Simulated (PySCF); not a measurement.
Geometry:
```
atom   x (Å)   y (Å)   z (Å)
  F1   3.355   0.230  -0.837
 Si2   1.967   0.221   0.004
  S3   0.602  -0.979  -1.142
  C4  -0.940  -0.086  -0.785
  C5  -1.438  -0.325   0.619
  F6  -0.531   0.155   1.512
  F7  -2.589   0.348   0.812
  H8   1.434   1.607   0.075
  H9   2.292  -0.354   1.332
 H10  -1.691  -0.452  -1.500
 H11  -0.825   0.998  -0.939
 H12  -1.600  -1.393   0.844
```

Geometry: PBE0-D3(BJ)/def2-SVP; GIAO shifts from PySCF 2.14.0 with density-fitted response routines, gas phase, non-relativistic, averaged over equivalent atoms.

At PBE0/pcSseg-0 (81 basis functions, 7.1 s wall time on 1 thread of an Arm Neoverse V2, shared host):
```
  atoms  δ (ppm)
  F6/F7   -150.0
     F1   -217.5
    Si2     27.6
     S3   -209.5
     C5    129.5
     C4     38.1
  H8/H9     6.02
    H12     5.89
H10/H11     2.93
```

Shifts are taken against calculated references (same method and geometry level): 19F (σref 178.37) vs CFCl3; 29Si (σref 348.52) and 13C (σref 193.52) and 1H (σref 32.83) vs TMS; 33S (σref 515.45) vs CS2.

Problem. Estimate the result of repeating the calculation with PBE/pcSseg-1.

Solution. 
| atoms | δ at PBE/pcSseg-1 | change |
| --- | --- | --- |
| F6/F7 | -146.7 | +3.3 |
| F1 | -192.6 | +24.9 |
| Si2 | 20.2 | -7.4 |
| S3 | -132.6 | +76.9 |
| C5 | 124.7 | -4.8 |
| C4 | 38.2 | +0.1 |
| H8/H9 | 5.73 | -0.29 |
| H12 | 5.59 | -0.30 |
| H10/H11 | 2.68 | -0.25 |

Scale: 19F (144.73 ppm) against CFCl3; 29Si (334.61 ppm), 13C (180.03 ppm), 1H (31.20 ppm) against TMS; 33S (490.84 ppm) against CS2 (reference shieldings calculated alike).

The largest change is at S3 (sulfur bonded to C, Si). Cost: 158 basis functions, 20 s wall time on 1 thread of an Arm Neoverse V1, shared host.

Unscaled 19F shifts against computed CFCl3 carry errors that often reach 10 to 50 ppm.
